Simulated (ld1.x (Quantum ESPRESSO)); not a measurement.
antimony (Sb): one change to an RRKJ potential, before and after

- Element: Sb (Z = 51)
- Generator: ld1.x (Quantum ESPRESSO) 7.5
- Type: norm-conserving RRKJ (Kleinman–Bylander form)
- Functional: PW91
- Relativity: scalar-relativistic
- Frozen core: [Kr] 4d10
- Valence charge: 5
- Reference configuration: 5s1.75 5p3.25
- Partial waves: 5p (bound): rc 1.80 bohr; 5s (bound): rc 1.35 bohr
- Local potential: the s channel
- Core correction: a·sin(br)/r model core inside 1.00 bohr

All-electron outer shells of the reference configuration (PW91, scalar-relativistic, ld1.x):

```csv
shell,level (eV),outermost node (bohr),outermost maximum (bohr)
4p,-102.19,0.39,0.76
4d,-33.90,0.38,0.84
5s,-13.11,0.95,1.88
5p,-5.02,1.04,2.32
```

Change: wave 5p (bound): rc 1.80 bohr becomes 5p (bound): rc 2.72 bohr.

Cutoffs: the cutoffs (Ry, on a coarse ladder) from which the occupation-weighted sum of valence levels, in a spherical-Bessel basis at the reference potential, stays within 10 and 1 mRy of its value at 400 Ry; they do not see the model core or the augmentation charge, which bear on the density cutoff. Errors are all-electron minus pseudo energies relative to the spin-unpolarised reference configuration.

Task: How do hardness, ghosts and transferability respond?

Result: The potential gets neither clearly harder nor softer (110 Ry and 200 Ry → 110 Ry and 200 Ry); the bound ghost in p disappears; of the 7 tests that both files solve, the error grows in 3 and shrinks in 1 by more than 15 % and 0.3 meV (median size 7.1 → 8.0 meV).

```csv
quantity,base,changed
"cutoff, loose",110 Ry,110 Ry
"cutoff, tight",200 Ry,200 Ry
loose cutoff by channel (10 mRy a level),"p 18 Ry, s 90 Ry","p 12 Ry, s 90 Ry"
bound ghosts,p,none
"error for 5s2 5p3, meV [ΔE -2.01 eV]",-0.9,-1.3
"error for 5s2 5p2, meV [ΔE 6.36 eV]",-7.1,-8.0
"error for 5s2 5p1, meV [ΔE 22.41 eV]",-32,-31
"error for 5s0 5p5, meV [ΔE 14.47 eV]",-106,-137
"error for 5s2 5p3.3, meV [ΔE -3.19 eV]",-0.4,-0.7
"error for 5s1 5p0, meV [ΔE 91.32 eV]",-292,-234
"error for 5s2 5p2.5, meV [ΔE 1.27 eV]",-2.7,-3.4
```

 A true bound ghost makes a file unfit for plane-wave use even where its test errors are small: the radial tests pick states by their node count and pass the ghost by.
